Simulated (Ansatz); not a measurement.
# Worked example: SiH(OH)3 → SiH(OH)2 + OH

Species: SiH(OH)3, singlet; SiH(OH)2, doublet; OH, doublet. 

Shapes, held fixed at every level: PBE0-D4/def2-TZVP. Flexible molecules stand in one conformer, not always the lowest. Programs: Ansatz 0.2.0. The zero-point and thermal change to 298 K, harmonic and unscaled (PBE0-D4/def2-TZVP), is -14.6 kJ/mol.

At CCSD(T)/CBS estimate; 1 Eh = 2625.50 kJ/mol:

| species | energy (Eh) |
| --- | --- |
| SiH(OH)3 | -517.171670 |
| SiH(OH)2 | -441.268556 |
| OH | -75.677713 |

**Question.** Work out ΔH(298 K) of the reaction at this level.

**Answer.** 
1. Products less reactants: (-441.268556) + (-75.677713) − [(-517.171670)] = 0.225401 Eh = +591.8 kJ/mol.
2. With the thermal change: +591.8 + (-14.6) = +577.2 kJ/mol.

Other levels give +427.6 (HF/def2-SVP) to +633.1 kJ/mol (SPW92/def2-TZVPP). No measured value is set beside it here. Open shells run unrestricted unless RO is named. The CBS estimate extrapolates MP2 from def2-TZVPP and def2-QZVPP and adds CCSD(T) − MP2 in the triple-zeta set, cores frozen.
